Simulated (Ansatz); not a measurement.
CH$_{7}$GaSSi (`[SiH3][CH](S)[GaH2]`). Charge 0, multiplicity 1. The geometry is a stationary point of PBE0-D4/def2-TZVP. It is one conformer, not always the lowest.

```xyz
11

Si   -0.244    1.583    0.594
C    -0.551   -0.143   -0.032
S     0.019   -1.396    1.190
Ga    0.829   -0.943   -1.218
H    -0.537    2.536   -0.509
H    -1.095    1.927    1.768
H     1.182    1.713    0.996
H    -1.601   -0.308   -0.269
H    -0.653   -2.455    0.705
H     2.258   -0.317   -1.179
H     0.392   -2.197   -2.045
```

(1) What is the dipole moment at B3LYP/def2-TZVPP? (Best estimate.)

(2) And with PBE, r2SCAN, ωB97M-V? (An estimate is asked.)

(3) Give the Mulliken charges with B3LYP, ωB97M-V, PBE in def2-TZVPP. (An estimate is asked.)

Results:

(1) Computed: 1.46 D, with components (-1.38, -0.47, -0.11) D in this frame, pointing from negative to positive charge.

(2) Ansatz gave: PBE 1.50 D, r2SCAN 1.52 D, ωB97M-V 1.44 D.

(3) The calculation gave: 
```tsv
atom	B3LYP	ωB97M-V	PBE
Si1	0.26	0.17	0.19
C2	-0.23	-0.38	-0.18
S3	-0.13	-0.11	-0.12
Ga4	0.14	0.13	0.08
H5	-0.07	-0.03	-0.05
H6	-0.07	-0.03	-0.05
H7	-0.05	-0.01	-0.04
H8	0.12	0.15	0.12
H9	0.12	0.14	0.13
H10	-0.05	-0.02	-0.03
H11	-0.05	-0.02	-0.04
```

B3LYP here is the variant with VWN-RPA as its local correlation; programs differ in this.
